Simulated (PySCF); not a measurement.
PySCF 2.14 output of an unrestricted HSE06 calculation on a single atom or ion in dyall-acv3z (19s12p6d4f, 113 functions), with scalar relativity by spin-free X2C-1e:

```
SCF conv_tol = 1e-09
number electrons alpha = 9  beta = 7
    J. Heyd, G. E. Scuseria, and M. Ernzerhof.,  J. Chem. Phys. 118, 8207 (2003)
    J. Heyd, G. E. Scuseria, and M. Ernzerhof.,  J. Chem. Phys. 124, 219906 (2006)
    A. V. Krukau, O. A. Vydrov, A. F. Izmaylov, and G. E. Scuseria.,  J. Chem. Phys. 125, 224106 (2006)
cycle= 1 E= -527.072259991966  delta_E= -0.0104  |g|= 0.0206  |ddm|= 0.102
cycle= 2 E= -527.072382385035  delta_E= -0.000122  |g|= 0.00629  |ddm|= 0.017
cycle= 3 E= -527.072390955447  delta_E= -8.57e-06  |g|= 0.00206  |ddm|= 0.00347
cycle= 4 E= -527.072391462902  delta_E= -5.07e-07  |g|= 0.000174  |ddm|= 0.000697
cycle= 5 E= -527.072391474806  delta_E= -1.19e-08  |g|= 1.31e-05  |ddm|= 0.000166
cycle= 6 E= -527.072391474865  delta_E= -5.84e-11  |g|= 8.83e-07  |ddm|= 9.99e-06
converged SCF energy = -527.072391474865  <S^2> = 2.0020704  2S+1 = 3.0013799
```

The run itself started from symmetry-adapted Hartree-Fock orbitals and held the occupation by maximum overlap, on a logarithmic radial grid, so the iterations belong to that start.

Which element, charge and spin multiplicity is this?

Ar(2+) (argon, charge +2), multiplicity 3; the state was [Ne] 3s1 3p5, high-spin 3P determinant (an excited configuration).
